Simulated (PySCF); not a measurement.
PySCF input file for Mg(iPr)(NH2) (C3H9MgN), SMILES C[CH](C)[Mg][NH2], KT2/pcSseg-1. The structure is a stationary point at B3LYP-D3(BJ)/def2-SVP. The structure was generated by enumeration; whether it is a known compound was not checked. The values are those of a single conformer.

```python
import numpy as np
from pyscf import gto, scf, dft
from pyscf.prop.nmr import rks as nmr

mol = gto.M(
    atom='''
    Mg    0.05152110    0.79643151    0.67510734
    C    -0.27942381   -0.46828450   -1.00020049
    C    -1.22854237   -1.63269530   -0.67720550
    C     1.03115287   -0.98774706   -1.61121774
    H    -0.77515219    0.16490525   -1.76171695
    H    -1.41706383   -2.26896089   -1.56618557
    H    -0.81435939   -2.30245006    0.09821527
    H    -2.21394223   -1.29054960   -0.31591488
    H     1.70230660   -0.17291381   -1.93400420
    H     0.84696454   -1.62247743   -2.50219616
    H     1.60082955   -1.61310398   -0.90007941
    N     0.34684004    1.92861276    2.17234194
    H     1.13801703    2.55371253    2.31621401
    H    -0.25285364    2.02673189    2.98972860
    ''',
    basis='pcSseg-1',
    charge=0,
    spin=0,
    max_memory=1600,
    verbose=3,
)
mf = dft.RKS(mol, xc='kt2')
mf.grids.level = 3
mf.conv_tol = 1e-10
mf.max_cycle = 100
mf.kernel()
n = nmr.NMR(mf)
n.verbose = 2
n.max_cycle_cphf = 60
sigma = n.kernel()
print('atom   isotropic/ppm   span/ppm')
for i, s in enumerate(sigma):
    w = np.linalg.eigvalsh((s + s.T) / 2)
    print(f'{mol.atom_symbol(i):2s}{i + 1:3d} {w.mean():14.3f} {w[2] - w[0]:11.3f}')
```

Program output:

```
converged SCF energy = -379.458714268895
atom   isotropic/ppm   span/ppm
Mg  1        465.117     315.010
C   2        163.250      16.486
C   3        155.699      45.802
C   4        155.628      45.871
H   5         30.191       7.711
H   6         29.664      10.134
H   7         29.814       8.971
H   8         29.446       9.922
H   9         29.443       9.883
H  10         29.663      10.171
H  11         29.800       9.041
N  12        288.513      58.288
H  13         32.723      18.959
H  14         32.722      18.962
```

The run converged.
